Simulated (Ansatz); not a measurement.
Computed with Ansatz on PBE0-D4/def2-TZVP structures; ΔE is electronic, products minus reactants. CCSD(T)/CBS is the MP2 limit (def2-TZVPP, def2-QZVPP) plus CCSD(T) − MP2 in def2-TZVPP, frozen cores. This one scheme is used for every species. For Ge outer-core shells are correlated without core-valence functions, which leaves a few kJ/mol of doubt a bond. Scalar relativity is left out up to krypton. One conformer a species, not always the lowest.

Reaction (ligand exchange at the Si–O bond): `[SiH3][SiH2]OBCl` + `[NH2][GeH3]` → `[SiH3][SiH2][NH][GeH3]` + `OBCl`

`[SiH3][SiH2]OBCl`:

Z-matrix (Å, degrees):
```
Si
Si 1 2.346
H 1 1.487 2 110.9
H 1 1.488 2 107.7 3 119.2
H 1 1.487 2 110.9 3 -121.6
O 2 1.669 1 112.2 3 60.9
H 2 1.485 1 111.0 3 -58.6
H 2 1.485 1 110.9 3 -179.7
B 6 1.336 2 132.4 1 -0.2
Cl 9 1.756 6 119.3 2 179.9
H 9 1.197 6 122.8 2 -0.1
```

`[NH2][GeH3]`:

Z-matrix (Å, degrees):
```
Ge
N 1 1.843
H 1 1.536 2 106.9
H 1 1.548 2 114.5 3 -120.5
H 1 1.536 2 106.8 3 119.0
H 2 1.011 1 113.7 3 59.1
H 2 1.011 1 113.6 3 -176.9
```

`[SiH3][SiH2][NH][GeH3]`:

Z-matrix (Å, degrees):
```
Si
Si 1 2.343
H 1 1.488 2 111.1
H 1 1.489 2 111.0 3 -121.1
H 1 1.491 2 109.7 3 119.4
N 2 1.723 1 110.1 3 -65.7
H 2 1.489 1 110.6 3 52.5
H 2 1.496 1 108.2 3 168.9
Ge 6 1.841 2 126.9 1 150.4
H 6 1.009 2 116.9 1 -46.4
H 9 1.538 6 108.1 2 -152.1
H 9 1.534 6 106.6 2 -32.2
H 9 1.543 6 111.8 2 87.8
```

`OBCl`:

```xyz
5

O     0.344   -0.715   -0.706
B     0.248    0.214    0.255
Cl   -1.320    0.865    0.740
H    -0.503   -0.973   -1.084
H     1.231    0.609    0.794
```

| species | HF/CBS(def2) energy (Eh) |
| --- | --- |
| `[SiH3][SiH2]OBCl` | -1140.65418 |
| `[NH2][GeH3]` | -2132.80509 |
| `[SiH3][SiH2][NH][GeH3]` | -2713.06310 |
| `OBCl` | -560.38351 |

Q: Work out ΔE.

A: ΔE = (-2713.06310) + (-560.38351) − (-1140.65418) − (-2132.80509) = 0.01266 Eh = +7.9 kcal/mol. CCSD(T)/CBS gives +5.6 kcal/mol.

Largest T1 diagnostic among the species: 0.013.

In def2-TZVPP, CCSD(T) changes the Hartree–Fock value by −2.3 kcal/mol (the triples alone add −0.3 kcal/mol) and MP2 by −2.6 kcal/mol.
